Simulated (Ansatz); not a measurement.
One change: `C=[C](C)[AlH2]` becomes `C=CC`.

Ansatz, PBE0-D4/def2-TZVP geometries, multiplicity 1. 

```json
{"property": "HOMO energy (PBE0/def2-TZVPP) / eV", "`C=[C](C)[AlH2]`": "-7.65"}
{"property": "HOMO energy (B3LYP/def2-TZVPP) / eV", "`C=[C](C)[AlH2]`": "-7.42"}
{"property": "LUMO energy (PBE/def2-TZVPP) / eV", "`C=[C](C)[AlH2]`": "-2.36"}
{"property": "LUMO energy (B3LYP/def2-TZVPP) / eV", "`C=[C](C)[AlH2]`": "-1.76"}
{"property": "LUMO energy (ωB97M-V/def2-TZVPP) / eV", "`C=[C](C)[AlH2]`": "0.11"}
{"property": "LUMO energy (PBE0/def2-TZVPP) / eV", "`C=[C](C)[AlH2]`": "-1.55"}
```

Question: Give the same properties after the change, and the shifts. (Best estimate.)

Answer: Computed: 
```csv
property,`C=CC`,shift
HOMO energy (PBE0/def2-TZVPP) / eV,-7.37,0.28
HOMO energy (B3LYP/def2-TZVPP) / eV,-7.15,0.27
LUMO energy (PBE/def2-TZVPP) / eV,-0.60,1.76
LUMO energy (B3LYP/def2-TZVPP) / eV,0.20,1.96
LUMO energy (ωB97M-V/def2-TZVPP) / eV,2.57,2.46
LUMO energy (PBE0/def2-TZVPP) / eV,0.45,2.00
```

With PBE0 the HOMO rises by 0.28 eV and the LUMO rises by 2.00 eV, so the gap widens by about 1.72 eV. PBE moves the HOMO by 0.30 eV and ωB97M-V by 0.22 eV. The zero-point energy changes by -8.2 kJ/mol with -6 modes.

B3LYP here is the variant with VWN-RPA as its local correlation; programs differ in this.
